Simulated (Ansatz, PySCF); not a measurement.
The pair A = dimethyl selenide (SMILES C[Se]C) (first 9 atoms), B = HF (SMILES F); geometry from B3LYP-D3(BJ)/def2-TZVP.
(charge 0, multiplicity 1):
```xyz
11

C     -1.3893    -0.9503     0.9030
Se    -0.0916     0.4721     0.5250
C      1.3713    -0.6904    -0.0739
H     -0.9803    -1.6266     1.6494
H     -2.2823    -0.4680     1.2935
H     -1.6288    -1.4817    -0.0148
H      1.6367    -1.3804     0.7232
H      2.2170    -0.0445    -0.2980
H      1.0700    -1.2275    -0.9698
F      0.9915    -0.0991     3.4463
H      0.6714     0.2741     2.6351
```

Correlated levels freeze the cores. Filled d and f shells under p-block atoms count as core. CBS(a, b) extrapolates the correlation energy as X⁻³ and adds the Hartree–Fock energy of set b. MP2 and its Hartree–Fock in aug-cc-pVTZ are density fitted.

Run with Ansatz (an electronic-structure program) with Gaussian orbitals; PySCF for the dispersion terms. Each number belongs to the level named beside it.

The monomers are drawn apart, rigid, along the line of their centres of mass. Counterpoise-corrected interaction energies (kcal/mol):

| level | R = 4.000 Å | R = 4.901 Å |
|---|---|---|
| PBE/def2-TZVPPD | -4.3027 | -1.5903 |
| PBE-D3(BJ)/def2-TZVPPD | -4.8249 | -1.7987 |
| wB97M-V/def2-TZVPPD | -4.1246 | -1.5771 |
| MP2/CBS(aug-cc-pVDZ, aug-cc-pVTZ) + ΔCCSD(T)/aug-cc-pVDZ | -4.0412 | -1.5644 |

**Question.** R is the distance of the centres of mass. Find the local exponent m of E ∝ R⁻ᵐ between the two points.

**Answer.** 
m = ln(E₁/E₂)/ln(R₂/R₁): PBE/def2-TZVPPD 4.9; PBE-D3(BJ)/def2-TZVPPD 4.9; wB97M-V/def2-TZVPPD 4.7; MP2/CBS(aug-cc-pVDZ, aug-cc-pVTZ) + ΔCCSD(T)/aug-cc-pVDZ 4.7. For scale, two fixed dipoles give m = 3, dipole and quadrupole 4, quadrupoles 5, and dispersion or dipole-induced dipole 6 at long range; at these distances several terms mix, and what is left of overlap and damping shifts m, so it need not match one of them.
